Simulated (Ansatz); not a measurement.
# One elementary step

Start structure (CH4ClGa, singlet), relaxed at PBE0-D4/def2-TZVP:

Ga1  (-0.236, -0.814, -0.547)
Cl2  (1.516, -1.387, -1.674)
H3  (-1.472, -1.733, -0.792)
C4  (-0.001, 0.754, 0.592)
H5  (-0.906, 0.999, 1.148)
H6  (0.284, 1.610, -0.023)
H7  (0.815, 0.572, 1.296)
(Å)

The step: CH₄ClGa ([CH3][GaH][Cl]) → CH₃Ga ([CH3][Ga]) + HCl; bonds formed: Cl2–H3; bonds broken: Ga1–Cl2, Ga1–H3. Ansatz 0.2.0; basis: def2-TZVPP and def2-QZVPP; cores frozen in the correlated methods. Filled d shells of the heavier atoms are correlated. The def2 sets are not built for correlating such inner shells, so the correlated values are less sure here. Extrapolation: Hartree–Fock as exp(−7.88 √X), correlation as X^−2.97. Energies below are by CCSD(T) at an estimated basis limit (MP2 extrapolated from triple and quadruple zeta, plus CCSD(T) − MP2 in triple zeta).

**Question.** What are the electronic barrier and the energy of the step, from the start structure to the end structure? (To be estimated.)

**Answer.** The calculation gives: Barrier 233.5 kJ/mol; step energy 180.7 kJ/mol (uphill); reverse barrier, their difference, 52.8 kJ/mol. Barrier and step energy count from the start structure, the reverse barrier from the end structure.

The saddle point: One imaginary mode of 848i cm⁻¹.
```tsv
pair	start (Å)	saddle (Å)	end (Å)
Cl2–H3	3.13	1.64	1.31
Ga1–Cl2	2.16	2.64	3.76
Ga1–H3	1.56	1.68	2.44
```

Zero-point energy (harmonic, PBE0-D4): ZPE is 114.5 kJ/mol at the start and 106.1 kJ/mol at the saddle, so the barrier goes from 233.5 to 225.0 kJ/mol.

T1 diagnostic: at most 0.014. The restricted Hartree–Fock reference is unstable towards an unrestricted one at one or more of these structures.

Labels in which every atom is bracketed show which atoms are joined, not bond orders.

For scale, one of the runs: CCSD(T)/def2-TZVPP, 177 basis functions, launched by `ansatz run in.yaml --threads 2 --pin off --events-out ev --progress --plain --max-ram 4352MiB`. Hardware: 2 CPU threads, shared host. Wall time 24 s; peak host memory 1.6 GiB.
